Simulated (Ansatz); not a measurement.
Consider the formal hydrolysis of a Zr–C bond: `[CH3][Zr]([Cl])([Cl])[Cl]` + H₂O → `[OH][Zr]([Cl])([Cl])[Cl]` + CH₄.

Computed with Ansatz on PBE0-D4/def2-TZVP structures; ΔE is electronic, products minus reactants. CCSD(T)/CBS is the MP2 limit (def2-TZVPP, def2-QZVPP) plus CCSD(T) − MP2 in def2-TZVPP, frozen cores. This one scheme is used for every species. DFT in def2-TZVPP. Elements past krypton have def2 core potentials. For Zr outer-core shells are correlated without core-valence functions, which leaves a few kJ/mol of doubt a bond. Each species was taken in one conformer, which may not be the lowest.

Problem. Is it downhill or uphill in electronic energy at CCSD(T)/CBS, and by how much? (Estimate.)

Solution. Computed: Downhill: ΔE = -177.8 kJ/mol.

Problem. What do these levels give: LDA (SPW92), PBE-D4, B97M-V, r2SCANh-D4, BHLYP-D4, ωB97X-V, LC-ωPBE, RPA@PBE/def2-TZVPP, HF/def2-TZVPP, SCS-MP2/def2-TZVPP, CCSD/def2-TZVPP, MP2/def2-QZVPP? (Estimate.)

Solution. The calculation gave: LDA (SPW92) -183.7, PBE-D4 -179.8, B97M-V -188.3, r2SCANh-D4 -184.9, BHLYP-D4 -188.8, ωB97X-V -189.4, LC-ωPBE -192.4, RPA@PBE/def2-TZVPP -178.1, HF/def2-TZVPP -196.0, SCS-MP2/def2-TZVPP -186.1, CCSD/def2-TZVPP -181.8, MP2/def2-QZVPP -181.6 kJ/mol.

Largest T1 diagnostic among the species: 0.016.

At CCSD(T), def2-SVP lies −31.6 kJ/mol from the extrapolated value and def2-TZVPP −4.0 kJ/mol. In def2-TZVPP, CCSD(T) changes the Hartree–Fock value by +14.2 kJ/mol (the triples alone add +0.0 kJ/mol) and MP2 by +12.1 kJ/mol.
